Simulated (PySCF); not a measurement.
Job file and geometry (Å, from GFN2-xTB) of an NMR shielding run on `C=C(C)/C=C(/F)[CH+]C`, [C7H10F]+, GIAO PBE0/pcSseg-1 NMR shielding, non-relativistic, gas phase (PySCF); density fitting, a coarse starting grid and PySCF grid level 2 are the driver's defaults:

```
$ OMP_NUM_THREADS=1 python probes_run.py task.json out

{"job": {"kind": "nmr", "xc": "PBE0", "basis": "pcSseg-1"}, "charge": 1, "multiplicity": 1}
C     -2.494977     1.506276     0.477937
C     -1.467063     0.635556     0.270143
C     -1.653036    -0.823654     0.528207
C     -0.252058     1.198319    -0.194982
C      0.985576     0.624932    -0.482475
F      1.894462     1.505765    -0.926834
C      1.415542    -0.683205    -0.373736
C      2.758887    -1.114265    -0.709555
H     -3.454134     1.164600     0.833498
H     -2.398682     2.566058     0.302305
H     -2.675875    -1.024242     0.833974
H     -0.995377    -1.160368     1.328075
H     -1.451433    -1.404484    -0.370385
H     -0.268006     2.271351    -0.366723
H      0.721951    -1.428358    -0.015642
H      2.711599    -1.918086    -1.453042
H      3.217032    -1.600934     0.159502
H      3.396832    -0.308946    -1.065253
```

**Question.** What does the program print?

**Answer.** 
```
coarse grid: 14888 points
cycle   1  E = -371.6940077572  dE =  1.264e+00  |g| = 5.285e-01  |ddm| = 3.824e+00
cycle   2  E = -371.6173261024  dE =  7.668e-02  |g| = 8.234e-01  |ddm| = 1.204e+00
cycle   3  E = -371.7469824012  dE = -1.297e-01  |g| = 1.306e-01  |ddm| = 7.565e-01
cycle   4  E = -371.7504285034  dE = -3.446e-03  |g| = 7.174e-02  |ddm| = 1.811e-01
cycle   5  E = -371.7519134307  dE = -1.485e-03  |g| = 2.165e-02  |ddm| = 8.182e-02
cycle   6  E = -371.7520293764  dE = -1.159e-04  |g| = 7.085e-03  |ddm| = 2.208e-02
cycle   7  E = -371.7520414353  dE = -1.206e-05  |g| = 2.418e-03  |ddm| = 7.082e-03
cycle   8  E = -371.7520428408  dE = -1.405e-06  |g| = 3.217e-04  |ddm| = 2.204e-03
final grid: 143784 points
cycle   9  E = -371.8059197555  dE = -4.572e-05  |g| = 7.929e-03  |ddm| = 4.441e-02
cycle  10  E = -371.8059176267  dE =  2.129e-06  |g| = 8.904e-03  |ddm| = 1.434e-02
cycle  11  E = -371.8059354973  dE = -1.787e-05  |g| = 1.449e-03  |ddm| = 8.117e-03
cycle  12  E = -371.8059358504  dE = -3.531e-07  |g| = 1.769e-04  |ddm| = 1.421e-03
cycle  13  E = -371.8059358527  dE = -2.320e-09  |g| = 1.323e-04  |ddm| = 2.464e-04
cycle  14  E = -371.8059358574  dE = -4.618e-09  |g| = 3.316e-05  |ddm| = 1.320e-04
cycle  15  E = -371.8059358576  dE = -2.586e-10  |g| = 1.393e-05  |ddm| = 4.107e-05
converged SCF energy = -371.8059358576

GIAO shielding tensors (ppm)
atom      isotropic    diamagn.    paramagn.     s11        s22        s33       span
  0 C       -9.635     250.681    -260.316   -117.526    -48.031    136.652    254.178
  1 C       31.411     261.995    -230.584    -64.023     -9.816    168.071    232.094
  2 C      164.316     249.731     -85.415    154.801    158.525    179.622     24.821
  3 C        1.193     258.803    -257.609    -80.141    -46.849    130.570    210.711
  4 C       17.705     251.688    -233.983    -68.153     38.061     83.205    151.359
  5 F      266.587     475.467    -208.880    185.051    280.422    334.287    149.236
  6 C      -16.307     261.522    -277.830   -145.031    -60.121    156.230    301.261
  7 C      157.502     247.434     -89.932    121.085    167.598    183.823     62.738
  8 H       23.203      28.220      -5.017     18.199     23.392     28.017      9.817
  9 H       23.488      28.887      -5.399     18.583     23.943     27.938      9.355
 10 H       28.714      29.193      -0.479     24.260     27.274     34.607     10.347
 11 H       29.338      31.203      -1.865     25.556     28.137     34.320      8.764
 12 H       29.395      31.126      -1.731     25.601     28.357     34.226      8.625
 13 H       23.084      32.554      -9.470     19.827     20.901     28.526      8.699
 14 H       22.604      35.331     -12.727     16.433     21.211     30.168     13.735
 15 H       28.304      25.521       2.783     24.576     25.761     34.576     10.000
 16 H       28.323      25.663       2.660     24.615     25.699     34.654     10.040
 17 H       27.726      27.353       0.373     22.869     28.502     31.808      8.939
```

**Question.** Turn these shieldings into chemical shifts. δ = σ(ref) − σ, references computed at the same level: TMS for ¹³C (σref 186.93) and ¹H (σref 31.72); ¹⁹F (σref 170.95) vs CFCl3.

**Answer.** Averaging equivalent atoms: C 6: 203.2; C 0: 196.6; C 3: 185.7; C 4: 169.2; C 1: 155.5; C 7: 29.4; C 2: 22.6; F 5: -95.6; H 14: 9.11; H 13: 8.63; H 8: 8.51; H 9: 8.23; H 15/16/17: 3.60; H 10/11/12: 2.57 ppm. Unscaled 19F shifts against computed CFCl3 carry errors that often reach 10 to 50 ppm.

Size and cost of the density-fitted run: 186 basis functions, 48 s wall time on 1 thread of an Arm Neoverse N1, shared host; peak memory 0.84 GiB.
